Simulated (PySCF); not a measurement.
# NMR problem set

PySCF calculation with structure optimised with GFN2-xTB and PBE0/pcSseg-1 with gauge-including orbitals; gas phase, non-relativistic, equivalent nuclei averaged, one conformer.

δ = σ(ref) − σ, references computed at the same level: ¹H (σref 31.72), ¹³C (σref 186.93) vs TMS. Splittings of carbon signals by F and P are missing where no couplings were computed. Where no couplings were computed, multiplicities follow the n + 1 count of equivalent neighbours, and m marks all less simple cases (inequivalent or close neighbours, rings, F or P nearby). Acid and N–H amide carbonyl carbons lie up to 10 ppm further downfield in solution (hydrogen bonding). Shifts are as computed. Against solution values, carbons near 30 ppm lie about +3 ppm off and those near 130 ppm about +5 ppm. Of 1211 compounds with measured shifts, 218 miss one by over three times the rms of a fit or turn the order of signals round; such compounds aren't used in these exercises. Groups on amide-type nitrogens are kept apart (slow C–N rotation). OH and NH positions are gas-phase values without hydrogen bonding to other molecules.

Question: C4H7NO2. ¹H NMR (300 MHz, computed): δ 6.75 (m, 1H), 6.22 (br, 1H), 4.73 (br, 1H), 4.38 (m, 1H), 4.24 (m, 1H), 4.03 (s, 2H). ¹³C{¹H} NMR (computed): δ 168.1 (C), 158.1 (CH), 90.4 (CH2), 68.3 (CH2). Give a structure.

Answer: SMILES C(=C)OCC(N)=O. Rings plus π bonds: 2 (no ring in the answer). 4 carbon signals for 4 carbons: no two carbons are equivalent. Carbon types of the structure: 1 × C, 1 × CH, 2 × CH2, leaving 2 H on heteroatoms. δC 168.1: amide carbonyl carbon; it is a carbonyl in resonance with an O or N lone pair, the region of acids, esters and amides. δC 158.1: alkene carbon bearing oxygen; an sp2 carbon further deshielded by the attached heteroatom. δC 90.4: β carbon of an enol-ether or enamine type C=C; the O or N lone pair pushes π density onto this β carbon and shields it. δC 68.3: sp3 CH2 bonded to O, α to a carbonyl; the inductive effect lowers its shielding.

The shifts were computed for this structure.

Question: C5H5F2NO2. ¹H NMR (400 MHz, computed): δ 7.37 (s, 1H), 6.82 (m, 1H), 4.03 (s, 3H). ¹³C{¹H} NMR (computed): δ 165.5 (CH), 123.4 (CH), 117.5 (C), 114.8 (C), 62.0 (CH3). What is it?

Answer: `FC(O/C(=C/OC)C#N)F`. The formula gives 3 degrees of unsaturation (no ring in the answer). 5 carbon signals for 5 carbons: no two carbons are equivalent. Carbon types of the structure: 2 × C, 2 × CH, 1 × CH3, which accounts for all hydrogens. δC 165.5, 117.5: alkene carbon bearing oxygen. δC 123.4: sp3 CH bonded to 2 F and O; 3 electronegative neighbours deshield it. δC 114.8: nitrile carbon; this is the usual window of a C≡N carbon, which has no attached hydrogen. δC 62.0: methyl carbon bonded to O; deshielded by the electronegative neighbour.

The shifts were computed for this structure.

Question: C5H12N2OSi2. ¹H NMR (600 MHz, computed): δ 8.31 (d, 1H), 6.85 (m, 1H), 6.57 (m, 1H), 5.57 (m, 1H), 5.00 (br, 1H), 4.69 (s, 6H), 4.33 (m, 1H). ¹³C{¹H} NMR (computed): δ 161.5 (CH), 154.3 (CH), 150.3 (CH), 65.3 (CH), 55.7 (CH). What is it?

Answer: SMILES [C@@H]1(N([SiH3])[SiH3])[C@H](NC=O)C=C1. The formula gives 3 degrees of unsaturation (1 ring in the answer). 5 carbon signals for 5 carbons: no two carbons are equivalent. Carbon types of the structure: 5 × CH, leaving 7 H on heteroatoms. δC 161.5: amide carbonyl carbon; lone-pair donation from the attached heteroatom keeps it upfield of a ketone carbonyl. δC 154.3, 150.3: alkene CH; an sp2 carbon of a C=C bond. δC 65.3, 55.7: allylic sp3 CH bonded to N; deshielded by the electronegative neighbour. δH 5.00: hydrogen on an amide-type nitrogen; exchangeable; this is the value without hydrogen bonding to other molecules.

This is the structure that produced the data.
